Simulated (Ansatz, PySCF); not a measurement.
Noncovalent pair: HCl (SMILES Cl) (first 2 atoms) with CH6Si (SMILES C[SiH3]); geometry from B3LYP-D3(BJ)/def2-TZVP.
(charge 0, multiplicity 1):
```xyz
10

Cl    -0.56149    -0.68712    -0.50007
H     -0.12152    -0.26960     0.63588
C      0.33057     0.79651     5.06612
Si    -0.21888    -0.25298     3.61581
H      0.07534     1.84547     4.90686
H      1.41003     0.72721     5.21039
H     -0.15584     0.46569     5.98565
H     -1.67973    -0.14914     3.39461
H      0.13869    -1.67704     3.81060
H      0.45778     0.21237     2.37253
```

Basis-set superposition error: the interaction energy with monomers in their own basis, and in the dimer's basis (counterpoise).

Codes used: Ansatz (a quantum-chemistry and plane-wave program); PySCF for M06-2X. Each number belongs to the level named beside it.

```csv
level,uncorrected (kcal/mol),counterpoise (kcal/mol),difference
HF/aug-cc-pV(D+d)Z,0.42,0.64,0.22
HF/aug-cc-pV(T+d)Z,0.59,0.64,0.05
PBE/def2-TZVPPD,-1.52,-1.42,0.10
B97M-V/def2-TZVPPD,-1.73,-1.64,0.09
PBE0/def2-TZVPPD,-1.21,-1.13,0.08
M06-2X/def2-TZVPPD,-1.11,-1.03,0.08
CAM-B3LYP/def2-TZVPPD,-0.95,-0.86,0.09
wB97M-V/def2-TZVPPD,-1.33,-1.27,0.06
SCS-MP2/aug-cc-pV(T+d)Z,-1.33,-0.86,0.47
CCSD/aug-cc-pV(D+d)Z,-1.52,-0.70,0.83
```

The error is largest for CCSD/aug-cc-pV(D+d)Z (0.83 kcal/mol) and smallest for HF/aug-cc-pV(T+d)Z (0.05 kcal/mol).
